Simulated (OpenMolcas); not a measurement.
# Mn3+: ligand-field states by method

Mn3+ with 4 ligands (chloride) in tetrahedral coordination (Td) at 2.27 Å. A charge of +0.25 e stands 3.2 Å behind each ligand. Ligand basis ANO-RCC-VDZP.

```json
{"Program": "OpenMolcas", "Basis": "ANO-RCC-VDZP [5s4p2d1f]", "Scalar Hamiltonian": "DKH2, point nucleus", "Active space": "4 electrons in 5 orbitals (3d)", "State averaging": "2S+1 = 5 even, 5 roots; 2S+1 = 3 even, 45 roots; 2S+1 = 1 even, 50 roots", "Spin-orbit coupling": "RASSI with atomic mean-field integrals over the reference wave functions"}
```

I. CASSCF
II. SS-CASPT2, IPEA 0.25 Eh, imaginary shift 0.1 Eh (closed shells correlated: 3s 3p and the ligand valence shells)

Spin-free states (labels of Td) in cm-1, each column counted from its own energy of the first state listed:

```json
{"State": "5T2", "Degeneracy": "3", "I": "0", "II": "0"}
{"State": "5E", "Degeneracy": "2", "I": "5652", "II": "7580"}
{"State": "3T1", "Degeneracy": "3", "I": "17856", "II": "11100"}
{"State": "3T2", "Degeneracy": "3", "I": "19746", "II": "12890"}
{"State": "3T1", "Degeneracy": "3", "I": "21558", "II": "14790"}
{"State": "3E", "Degeneracy": "2", "I": "23083", "II": "16350"}
{"State": "1A1", "Degeneracy": "1", "I": "24049", "II": "13620"}
{"State": "3T2", "Degeneracy": "3", "I": "24193", "II": "15900"}
{"State": "3T1", "Degeneracy": "3", "I": "24512", "II": "17230"}
{"State": "3T2", "Degeneracy": "3", "I": "27056", "II": "19580"}
{"State": "1T1", "Degeneracy": "3", "I": "27095", "II": "16180"}
{"State": "3A2", "Degeneracy": "1", "I": "27197", "II": "19530"}
{"State": "3T1", "Degeneracy": "3", "I": "27247", "II": "21350"}
{"State": "3E", "Degeneracy": "2", "I": "28549", "II": "22460"}
{"State": "1T2", "Degeneracy": "3", "I": "30095", "II": "19360"}
{"State": "3A1", "Degeneracy": "1", "I": "30862", "II": "24100"}
{"State": "1E", "Degeneracy": "2", "I": "31842", "II": "20290"}
{"State": "3T1", "Degeneracy": "3", "I": "32225", "II": "28720"}
{"State": "1A1", "Degeneracy": "1", "I": "32527", "II": "20170"}
{"State": "3T2", "Degeneracy": "3", "I": "33922", "II": "23550"}
```

From I to II, I's first state of the same spin (5E) moves from 5652 to 7580 cm-1, by about +1900 cm-1.

From I to II, I's first state of another spin (3T1) moves from 17856 to 11100 cm-1, by about -6800 cm-1.

χT at 300 K: I 2.54, II 2.56 cm3 K/mol.

Roots that are degenerate in the reference are averaged as groups; the widest CASPT2 spread within a group is 920 cm-1 (the 3-fold group of multiplicity 1 near 16200 cm-1 above the lowest state of its run, II). Shifts and gaps below about the spread of the groups concerned are not significant. Over all roots computed the reference weight is 0.68 to 0.73 in II; a low but even weight reflects the number of correlated electrons. An orbital triplet at a regular site is open to Jahn-Teller coupling, which can distort the site and quench the lowest spin-orbit gaps and is left out. Ligand-to-metal charge-transfer states are missing. With no ligand orbital active B as a rule stays too high, so bands that hang on it stand too high and its fall with covalency is understated. Without dynamic correlation the repulsion within the d shell is too large (B by tens of per cent), so at a given field states of lower spin stand too high (holds for I). With metal d orbitals alone and no dynamic correlation the field as a rule comes out too small, by tens of per cent, by up to half for chloride and softer ligands (holds for I). These CASPT2 states fit no ligand-field parameters well, so their order and spin gaps are uncertain (holds for II). With one d shell and no ligand orbital active, 10Dq can be off by a tenth or more (holds for II). No measured value stands beside these numbers; the geometry was imposed, not optimised, and the real ion may take another.
